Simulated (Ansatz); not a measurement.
Species: CH₃S, SMILES `[CH2]S` (charge 0, multiplicity 2).

Give a relaxed geometry from B3LYP-D3(BJ)/def2-TZVP in Ansatz (a quantum-chemistry and plane-wave program).

Several could match; the one computed here: the end point of this relaxation, one of several conformers (outside a Z-matrix the atoms follow the SMILES, hydrogens last).
Cartesian coordinates (Å) in one orientation:
```xyz
5

C     -0.573    -0.015    -0.005
S      0.981    -0.740     0.049
H     -0.703     1.052    -0.062
H     -1.422    -0.680     0.022
H      1.717     0.382    -0.004
```
